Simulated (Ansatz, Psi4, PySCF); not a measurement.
C4H5, charge -1, singlet, geometry from GFN2-xTB. Base run: PySCF with MP2/aug-cc-pVDZ.

PySCF was given this input:
```python
from pyscf import gto, scf, mp

mol = gto.Mole()
mol.atom = '''
    C     0.018388    1.092612    0.317932
    C     0.043221   -1.098873    0.292968
    C     0.863642    0.014546   -0.417822
    C    -0.646975   -0.002427   -0.430534
    H    -0.115419    1.126840    1.415201
    H    -0.006769    2.101571   -0.114359
    H    -0.089492   -1.161107    1.389138
    H     0.040819   -2.098035   -0.162198
    H    -1.498802   -0.004419   -1.103040
'''
mol.basis = 'aug-cc-pvdz'
mol.charge = -1
mol.spin = 0
mol.verbose = 3
mol.build()

mf = scf.RHF(mol)
mf.kernel()

pt = mp.MP2(mf)
pt.kernel()
print('E(MP2) = %.10f' % pt.e_tot)
```

The same geometry, method and basis name were run in Ansatz (a quantum-chemistry and plane-wave program) and Psi4 and PySCF, at each program's defaults and at the settings that a row names. The base is PySCF at its defaults. Differences at the defaults can come from grids, fitting, cores and function types together.

| code and settings | ΔE vs base (mEh) | basis functions | E (Eh) | SCF cycles |
|---|---|---|---|---|
| PySCF, defaults (exact integrals, spherical functions, all electrons correlated) | 0.000 | 137 | -154.82741 | 10 |
| Psi4, defaults (density fitting with its default set, spherical functions, all electrons correlated) | 0.336 | 137 | -154.82708 | 12 |
| Ansatz, defaults (factorised integrals, spherical functions, frozen core) | 11.791 | 137 | -154.81562 | - |
| PySCF, frozen core | 11.791 | 137 | -154.81562 | 10 |
| Psi4, exact integrals, spherical functions, frozen core | 11.791 | 137 | -154.81562 | 12 |
| Ansatz, high accuracy, frozen core | 11.791 | 137 | -154.81562 | - |
